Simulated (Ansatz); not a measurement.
Process, species as SMILES: C=CCO + 2 C (CH4) → C=C (C2H4) [ethene] + CC (C2H6) [ethane] + CO (CH4O)
Structures are relaxed separately at B3LYP-D3(BJ)/def2-TZVP in Ansatz (a first-principles code), one conformer each, not searched for the lowest.

Wanted: bond separation energy (electronic energy difference), in kcal/mol. Valence correlation only, unless marked. No spin-orbit coupling. No relativistic terms. CBS marks a two-point X^-3 extrapolation of the correlation energy; Hartree-Fock from the larger set. [CCSD(T)-MP2]/basis is that difference in the basis named.

```
level                                                     program  bond separation energy (kcal/mol)
-------------------------------------------------  --------------  ---------------------------------
SVWN5/def2-TZVPD                                           Ansatz                                [?]
B3LYP-D3(BJ)/def2-TZVPD                            Ansatz + dftd3                                9.1
CAM-B3LYP-D3(BJ)/def2-TZVPD                        Ansatz + dftd3                                9.1
CAM-B3LYP/def2-TZVPD                                       Ansatz                                8.6
CCSD(T) with core electrons/cc-pwCVTZ                      Ansatz                                [?]
RI-MP2/CBS(cc-pVTZ,cc-pVQZ)+[CCSD(T)-MP2]/cc-pVTZ          Ansatz                                9.2
```

Task: What belongs in the gaps?

Result: 
- SVWN5/def2-TZVPD, bond separation energy (kcal/mol): 11.2
- CCSD(T) with core electrons/cc-pwCVTZ, bond separation energy (kcal/mol): 9.3
